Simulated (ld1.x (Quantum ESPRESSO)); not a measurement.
# Pseudopotential generation for tellurium: PAW, PBEsol, scalar-relativistic.

The input file (ld1.x (Quantum ESPRESSO) 7.5):

```
&input
   title='Te', zed=52., rel=1, dft='PBESOL', iswitch=3,
   config='[Kr] 4d10 4f-2 5s2 5p4',
   nld=4, rlderiv=2.55, eminld=-5.0, emaxld=5.0, deld=0.02
 /
 &inputp
   pseudotype=3, lpaw=.true., tm=.true., lloc=-1, rcloc=2.15,
   nlcc=.true., new_core_ps=.true., rcore=0.90,
   which_augfun='PSQ', rmatch_augfun_nc=.true.,
   file_pseudopw='Te.UPF', file_wfcaegen='ae.wfc', file_wfcncgen='nc.wfc', file_beta='beta', file_chi='chi', file_wfcusgen='us.wfc'
 /
8
5S  1  0   2.00   0.00  1.25  1.50  0.0
5S  1  0   0.00  -0.35  1.25  1.50  0.0
5P  2  1   4.00   0.00  1.90  2.35  0.0
5P  2  1   0.00   3.25  1.90  2.35  0.0
4D  3  2  10.00   0.00  0.90  1.00  0.0
4D  3  2   0.00  -1.75  0.90  1.00  0.0
4F  4  3  -2.00   0.10  1.70  2.15  0.0
4F  4  3  -2.00   2.55  1.70  2.15  0.0
 &test
   configts(1)='4d10 5s2 5p4'
 /
```

Command:

```bash
ld1.x < Te.in > Te.out
```

The program printed (shortened: banner, matrices, multipoles, cross overlaps and the repeated all-electron block are left out):

```
[... start of the log left out ...]
     Q pseudized with Bessel functions
     Expected ecutrho=     543.9250 due to l1=  2   l2=  3

     Estimated PAW energy = -506.162495 Ryd

     ------------------- End of pseudopotential generation -------------------

     Computing logarithmic derivative in   2.53457

       Warning: n=1, l=0 expected 0 nodes, found 1
       Setting wfc to zero for this iteration
       (This warning will only be printed once per wavefunction)

       Zero norm: self consistency problem; state:  2 (l=  0, j=0.0)

       Warning: n=3, l=2 expected 0 nodes, found 1
       Setting wfc to zero for this iteration
       (This warning will only be printed once per wavefunction)

       Zero norm: self consistency problem; state:  2 (l=  0, j=0.0)

       Warning: n=2, l=1 expected 0 nodes, found 1
       Setting wfc to zero for this iteration
       (This warning will only be printed once per wavefunction)

       Zero norm: self consistency problem; state:  2 (l=  0, j=0.0)
       Zero norm: self consistency problem; state:  3 (l=  1, j=0.0)

 %%%%%%%%%%%%%%%%%%%%%%%%%%%%%%%%%%%%%%%%%%%%%%%%%%%%%%%%%%%%%%%%%%%%%%%%%%%%%%
     Error in routine new_paw_hamiltonian (1):
     negative rho
 %%%%%%%%%%%%%%%%%%%%%%%%%%%%%%%%%%%%%%%%%%%%%%%%%%%%%%%%%%%%%%%%%%%%%%%%%%%%%%

     stopping ...
```

The run stopped because the pseudo-density turned negative during the self-consistent test, most likely because a state had been found with a wrong node count and its wave set to zero before.

The run took about 0.54 s on one core of a shared server CPU.
